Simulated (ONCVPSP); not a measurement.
B: ONCV pseudisation with PBE, non-relativistic reference atom.

| Quantity | Value |
| --- | --- |
| Element | B (Z = 5) |
| Generator | ONCVPSP 4.0.1 |
| Type | optimised norm-conserving Vanderbilt (ONCV) |
| Functional | PBE |
| Relativity | non-relativistic |
| Frozen core | [He] |
| Valence charge | 3 |
| Reference configuration | 2s1.5 2p1.5 |
| Partial waves | 2s: rc 1.15 bohr, ncon 4, nbas 7, qcut 7.4 1/bohr, local; 2p: rc 3.45 bohr, ncon 3, nbas 7, qcut 4.7 1/bohr, 2 projectors, debl 1.8 Ha |
| Local potential | the s channel |
| Core correction | polynomial model core, fcfact 0.6 |

All-electron outer shells of the reference configuration (PBE, non-relativistic, ld1.x):

```tsv
shell	level (eV)	outermost node (bohr)	outermost maximum (bohr)
1s	-181.13	–	0.21
2s	-9.69	0.46	1.52
2p	-3.84	–	1.57
```

Question: Estimate the cutoffs (Ha) at which the residual kinetic energy of the hardest occupied pseudo-wave falls to 1 and 0.1 mHa per electron.

Answer: 12 Ha and 17 Ha.

Question: What does a ghost test show?

Answer: No bound ghost flagged; no localised positive-energy state flagged.

Question: Which valence shell sets the plane-wave cutoff?

Answer: 2s: 12 Ha for 1 mHa per electron, against 6 Ha for 2p.

Question: Tests: 2s2 2p1; 2s2 2p0; 2s1 2p0; 2s1 2p1. Which has the largest error in its energy relative to the reference configuration, and how large is it?

Answer: 2s1 2p0, with +522 meV (all-electron minus pseudo) on +30.72 eV.
